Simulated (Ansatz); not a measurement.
A structure relaxed at PBE0-D4/def2-TZVP, charge 0, multiplicity 1:

Cartesian coordinates in Å:
```
F -0.172 1.686 1.862
B -0.200 0.947 0.774
O -1.179 1.111 -0.157
P -0.855 -0.010 -1.424
Si 0.906 -0.542 -0.063
H -1.663 -1.081 -0.937
H 0.917 -1.892 0.556
H 2.248 -0.220 -0.610
```

(1) Give its formula and SMILES.

(2) Summarise the bond lengths by kind.

Results:

(1) BFH3OPSi, `FB1OP[SiH2]1`.

(2) 1 × B–F 1.316 Å; 1 × B–O 1.361 Å; 1 × B–Si 2.035 Å; 1 × O–P 1.722 Å; 1 × P–Si 2.288 Å; 1 × H–P 1.427 Å; 2 × H–Si 1.485 Å.

Program: Ansatz 0.2.0.
